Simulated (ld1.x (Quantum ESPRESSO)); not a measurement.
# iron: variants of one ultrasoft potential

Base potential:

ld1.x (Quantum ESPRESSO) 7.5 input, shortened:

```
&input
   title='Fe', zed=26., rel=1, dft='PBE', iswitch=3,
   config='[Ar] 3d6 4s1.5 4p0.5'
 /
 &inputp
   pseudotype=3, tm=.true., lloc=-1, rcloc=3.40,
   nlcc=.true., new_core_ps=.true., rcore=0.75,
   which_augfun='PSQ', rmatch_augfun=1.40
 /
6
4S  1  0   1.50   0.00  2.35  2.90  0.0
4S  1  0   0.00  -0.05  2.35  2.90  0.0
4P  2  1   0.50   0.00  2.70  3.50  0.0
4P  2  1   0.00   1.00  2.70  3.50  0.0
3D  3  2   6.00   0.00  1.25  1.50  0.0
3D  3  2   0.00   0.05  1.25  1.50  0.0
 &test
   configts(1)='3d6 4s1.5 4p0.5'
 /
```

Cutoffs, loose and tight: the cutoffs (Ry, on a coarse ladder) from which the occupation-weighted sum of valence levels, in a spherical-Bessel basis at the reference potential, stays within 10 and 1 mRy of its value at 400 Ry. They do not see the model core or the augmentation charge, which bear on the density cutoff. Test errors are all-electron minus pseudo excitation energies from the reference, over the configurations 3d6 4s2 4p0; 3d6 4s1 4p0; 3d6 4s0 4p0; 3d6 4s1 4p1; 3d7 4s0 4p0; 3d6.5 4s1.5 4p0; 3d6 4s0 4p1. A dash means not determined; rows that change the core or the reference have their own tests.

```csv
change,outcome,"cutoff, loose","cutoff, tight",bound ghosts,largest test error (meV)
base,generated,45 Ry,80 Ry,none,-55
core correction none,generated,45 Ry,80 Ry,none,+100
core correction Bessel-smoothed model core inside 0.62 bohr,generated,45 Ry,80 Ry,none,-55
core correction Bessel-smoothed model core inside 0.84 bohr,generated,45 Ry,80 Ry,none,-56
core correction Bessel-smoothed model core inside 0.98 bohr,generated,45 Ry,80 Ry,none,-56
core correction Bessel-smoothed model core inside 1.22 bohr,generated,45 Ry,80 Ry,none,-55
core correction Bessel-smoothed model core inside 1.56 bohr,generated,45 Ry,80 Ry,none,-38
core correction Bessel-smoothed model core inside 1.74 bohr,generated,45 Ry,80 Ry,none,-22
```

What comes out with this change to the base: core correction Bessel-smoothed model core inside 1.44 bohr?

outcome: generated; cutoff, loose: 45 Ry; cutoff, tight: 80 Ry; bound ghosts: none; largest test error (meV): -47.
